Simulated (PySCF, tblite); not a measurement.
Isomers of C6H6N2SSi, one GFN2-xTB conformer each. Single-point energies are computed at PBE0/pcSseg-1 (PySCF, gas phase, no added dispersion term), electronic only.

Question: Rank them by PBE0/pcSseg-1 energy, lowest first (kcal/mol).
A. `[SiH3]C1=CC2=C(C=C1)SN=N2`
B. `[SiH3]C1=C2N=NSC2=CC=C1`

Answer: B (0.0), A (2.0).

Neighbours under 2.5 kcal/mol apart ([SiH3]c1cccc2snnc12 and [SiH3]c1ccc2snnc2c1) can change places with a better method, another conformer or zero-point energy. GFN2-xTB itself gives, in the same order: 0.0, 1.9. Both levels put the same isomer lowest.

Which frontier levels, dipoles and rotational constants go with these structures?

```csv
SMILES,"HOMO (eV, PBE0/pcSseg-1)",LUMO (eV),dipole (D),"A, B, C (MHz)"
[SiH3]c1cccc2snnc12,-7.42,-2.06,3.72,"1679, 887.6, 584.6"
[SiH3]c1ccc2snnc2c1,-7.45,-1.97,3.62,"3020, 580.1, 489.4"
```

What happens when harmonic zero-point energies from GFN2-xTB frequencies are added?

```tsv
SMILES	ZPE (kcal/mol)	electronic (kcal/mol)	with ZPE (kcal/mol)
[SiH3]c1cccc2snnc12	63.6	0.0	0.0
[SiH3]c1ccc2snnc2c1	63.5	2.0	1.9
```

The zero-point energies span 0.1 kcal/mol. The order is unchanged.
